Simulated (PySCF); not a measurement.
# Computed records: B2H3O2

Calculation on a computer-drawn molecule: the log of a Hartree-Fock and frozen-core CCSD(T) single point meant for a local Hartree-Fock minimum, with one planted fault or none, to be diagnosed. Offsets are logged minus clean, where the clean run is the same molecule without the fault. The reference is restricted for singlets and unrestricted otherwise, and also for a bond in bohr or an excited solution. Adding or removing an electron swaps singlet and doublet. The excited solution moves the top pair (singlet) or top alpha electron (doublet) to the lowest empty orbital. Highest occupied and lowest empty are orbital energies over both spins, largest force is the largest gradient component, triples share is (T) over the correlation energy, the T1 limit is 0.02 restricted and 0.045 unrestricted, electrons count all cores, a negative frequency is imaginary (commonest isotopes), and the dipole is about the centre of nuclear charge. Program: PySCF 2.14.0.

```xyz
7
formula=B2H3O2 meant_charge=0 meant_multiplicity=2 meant_basis=cc-pVDZ logged_electrons=29 logged_basis_functions=71 logged_SCF_converged=yes logged_spin_squared=0.7585 logged_highest_occupied=-8.5359 logged_lowest_empty=2.011 logged_largest_force=1.817e-05 logged_lowest_frequency=253.62 logged_T1_diagnostic=0.014368 logged_D1_diagnostic=0.054541 logged_triples_share=0.023281 logged_CC_converged=yes logged_dipole_magnitude=2.7836 logged_SCF_stable_within_its_kind=yes logged_energy_HF=-200.87772 logged_energy_CCSD(T)=-201.42708 possible_faults=no_fault,one_electron_removed,one_electron_added,multiplicity_raised_by_two,geometry_at_a_saddle_point,SCF_held_on_an_excited_solution,minimal_basis_STO-3G,one_bond_length_entered_in_bohr,all_coordinates_scaled planted_fault=no_fault HF_energy_offset_from_clean_run=0 CCSD(T)_energy_offset_from_clean_run=0
B     -0.3055    -0.8518    -1.9375
B      0.9120    -1.7176    -1.1515
O      1.5914    -2.6697    -1.8570
O      1.1392    -1.4646     0.1713
H     -0.4801     0.1441    -2.5682
H      2.2377    -3.1603    -1.3715
H      1.8012    -1.9976     0.5857
```

Units: logged_highest_occupied, logged_lowest_empty in eV; logged_largest_force in hartree/bohr; logged_lowest_frequency in cm⁻¹; logged_dipole_magnitude in debye; logged_energy_HF, logged_energy_CCSD(T) in hartree; HF_energy_offset_from_clean_run, CCSD(T)_energy_offset_from_clean_run in kcal/mol.

Drawn bonds:
```tsv
atom	other atom	order
1	2	1
2	3	1
2	4	1
1	5	1
3	6	1
4	7	1
```
